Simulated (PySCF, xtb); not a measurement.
C2H2Cl2F2, SMILES FC(F)C(Cl)Cl. Atoms are numbered in the order given.

```xyz
8

F     -1.4804    -1.3376     0.8243
C     -1.1308    -0.0893     0.4676
F     -1.6291     0.1654    -0.7467
C      0.3908     0.0164     0.4689
Cl     1.0973    -1.0771    -0.7219
Cl     0.8565     1.7028     0.1944
H     -1.5563     0.6273     1.1930
H      0.7680    -0.2772     1.4568
```

The structure is a stationary point at PBE0-D3(BJ)/def2-SVP. One conformer was computed; it need not be the lowest.

Level of theory: IEF-PCM-PBE0/def2-SVP (PySCF).

The values are the electrostatic part of the solvation free energy, E(continuum) − E(gas) at the gas-phase geometry, in a cavity of scaled van der Waals radii (PySCF's table); cavitation and dispersion terms are not included. In vacuum the orbital gap is 9.14 eV. The dipole moment in vacuum is 2.07 D.

Problem. Estimate the values in water (ε = 78.36), N,N-dimethylformamide (ε = 37.22), methanol (ε = 32.61). (The exact figures need the calculation; the answer reports its results.)

Solution. 
| solvent | ε | ΔG(elec) (kcal/mol) | dipole (D) | gap (eV) |
|---|---|---|---|---|
| water | 78.36 | -4.3 | 2.72 | 9.19 |
| N,N-dimethylformamide | 37.22 | -4.2 | 2.70 | 9.19 |
| methanol | 32.61 | -4.2 | 2.70 | 9.19 |

For comparison, GFN2-xTB/ALPB(water) (xtb, at the GFN2-xTB geometry, all terms of that model) gives -3.0 kcal/mol.
